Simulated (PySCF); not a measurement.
**Excitation energy of Cd(2+) by level of theory**

Cd(2+) [Kr] 4d10 (1S) → Cd(2+) [Kr] 4d9 5s1 (3D), as a difference of total energies. Computed with PySCF 2.14 in aug-cc-pVTZ-PP with ECP28MDF, with a scalar-relativistic core potential. Correlated levels: valence: 4s2 4p6 frozen. The calculations carry no spin-orbit coupling.

| method | excitation energy (cm⁻¹) |
| --- | --- |
| UHF | 78732 |
| MP2 (valence) | 85115 |
| SCS-MP2 (valence) | 85362 |
| CCSD (valence) | 83583 |
| CCSD(T) (valence) | 83783 |
